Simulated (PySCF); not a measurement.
Calculated NMR parameters of CC(C)(C)C(N)=O

```yaml
Formula: C5H11NO
SMILES: CC(C)(C)C(N)=O
Point_group_of_the_computed_structure: C1
Degrees_of_unsaturation: 1
Carbon_signals: 3
Proton_signals: 3
```

Numbering as in the mapped SMILES `[CH3:1][C:2]([CH3:3])([CH3:4])[C:5]([NH2:6])=[O:7]`. Each H is labelled by its parent atom. Ha(N6) is cis to the C=O or C=S heteroatom; Hb(N6) is trans to the C=O or C=S heteroatom.

[PySCF 2.14: NMR shieldings at PBE0/pcSseg-1/GIAO; J: B3LYP/pcJ-1 (spin–dipole term only in couplings to heteroatoms); geometry: PBE0-D3(BJ)/def2-SVP; gas phase; fast rotation and ring inversion assumed for equivalent nuclei; non-relativistic Hamiltonian; one conformer]

References, each an isolated molecule treated in the same way: 1H and 13C vs TMS; 15N vs NH3; H2O for 17O.

| carbon | δC, type | δH (multiplicity, J in Hz) | HMBC from (abs. J ≥ 3 Hz) | span of the C tensor (ppm) |
| --- | --- | --- | --- | --- |
| C1/C3/C4 | 29.5, CH3 | 1.07 (s) | H(C1)/H(C3)/H(C4) | 45 |
| C2 | 38.1, C | – | H(C1)/H(C3)/H(C4) | 28 |
| C5 | 178.1, C | – | H(C1)/H(C3)/H(C4) | 177 |

Other nuclei:
```json
{"atoms": "Hb(N6)", "nucleus": "1H", "environment": "hydrogen on an amide-type nitrogen", "δ (ppm)": "4.80", "σ (ppm)": "26.47"}
{"atoms": "Ha(N6)", "nucleus": "1H", "environment": "hydrogen on an amide-type nitrogen", "δ (ppm)": "4.27", "σ (ppm)": "26.99"}
{"atoms": "N6", "nucleus": "15N", "environment": "amide-type nitrogen", "δ (ppm)": "108.6", "σ (ppm)": "157.1"}
{"atoms": "O7", "nucleus": "17O", "environment": "amide-type carbonyl oxygen", "δ (ppm)": "422.7", "σ (ppm)": "-88.1"}
```

Selected couplings (Hz, signed; the shortest-range and largest first, 30 at most; isotopes 13C, 1H, 15N): 1J(C1,H(C1)) 133.7, 1J(C2,C5) 49.5, 1J(C1,C2) 36.0, 1J(C5,N6) -15.8, 2J(C2,N6) -9.1.

1. Carbon types of the structure: 2 × C, 3 × CH3, leaving 2 H on heteroatoms.
2. δC 178.1: amide carbonyl carbon; it is a carbonyl in resonance with an O or N lone pair, the region of acids, esters and amides.
3. δC 38.1: quaternary sp3 carbon α to a carbonyl; α to the electron-withdrawing carbonyl group.
4. δC 29.5: methyl carbon; a saturated carbon with 1 carbon neighbour and no heteroatom attached.
5. δH 4.80, 4.27: hydrogen on an amide-type nitrogen; exchangeable; this is the value without hydrogen bonding to other molecules.
6. δH 1.07: hydrogen on a methyl carbon.

OH/NH shifts are gas-phase values; hydrogen bonding in solution moves them, usually downfield. Rotation about the amide-type C–N bond is slow at room temperature, so the two groups on nitrogen are listed apart. Shifts are as computed. Against solution values, carbons near 30 ppm lie about +2 ppm off and those near 130 ppm about +4 ppm. Of 246 compounds with measured shifts, 49 miss one by over three times the rms of a fit or turn the order of signals round; such compounds aren't used in these exercises. Hydrogen bonding in solution shields acid and N–H amide carbonyl oxygens by tens of ppm. The C=O carbon of an acid or of an amide with N–H lies up to 10 ppm further downfield in solution, through hydrogen bonding that the calculation lacks. Unscaled 17O shifts of doubly bonded oxygen tend to come out too high, by tens of ppm or more. Experimental scales use liquid or dissolved standards, which lie at an offset from isolated NH3 (liquid NH3: subtract about 20 ppm) and H2O (liquid H2O: subtract about 36 ppm).
